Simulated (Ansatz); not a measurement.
One change: `[CH3][Al]([NH2])[SH]` becomes `[CH3][Al]([CH3])[NH2]`.

Ansatz, PBE0-D4/def2-TZVP geometries, multiplicity 1. Each molecule was computed in one conformer, which needn't be the lowest.

| property | `[CH3][Al]([NH2])[SH]` |
| --- | --- |
| LUMO energy (B3LYP/def2-TZVPP) / eV | -0.22 |
| HOMO energy (B3LYP/def2-TZVPP) / eV | -6.91 |
| HOMO–LUMO gap (ωB97M-V/def2-TZVPP) / eV | 10.90 |
| size of the dipole moment (B3LYP/def2-TZVPP) / D | 2.11 |
| HOMO–LUMO gap (PBE/def2-TZVPP) / eV | 5.17 |
| LUMO energy (ωB97M-V/def2-TZVPP) / eV | 1.50 |

Problem. What does the change do to each property? (Estimate.)

Solution. Computed: 
```
                                        property  `[CH3][Al]([CH3])[NH2]`  shift
             LUMO energy (B3LYP/def2-TZVPP) / eV                     0.05   0.27
             HOMO energy (B3LYP/def2-TZVPP) / eV                    -6.95  -0.04
         HOMO–LUMO gap (ωB97M-V/def2-TZVPP) / eV                    11.27   0.37
size of the dipole moment (B3LYP/def2-TZVPP) / D                     0.64  -1.47
             HOMO–LUMO gap (PBE/def2-TZVPP) / eV                     5.40   0.23
           LUMO energy (ωB97M-V/def2-TZVPP) / eV                     1.66   0.16
```

Dipoles are sizes alone; their direction can turn.

B3LYP here is the variant with VWN-RPA as its local correlation; programs differ in this.
